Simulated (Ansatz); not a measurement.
Task: Name a neutral molecule of O, S, Si and H with zero-point energy (PBE0-D4/def2-TZVP) between 147 and 163 kJ/mol and HOMO–LUMO gap (ωB97M-V/def2-TZVPP) between 10.40 and 10.70 eV (Ansatz, PBE0-D4/def2-TZVP geometry).

Result: `O[SiH2][SiH2]S` (153.2 kJ/mol, 10.45 eV). Other molecules can fit too; these were computed, each in one conformer that needn't be the lowest.
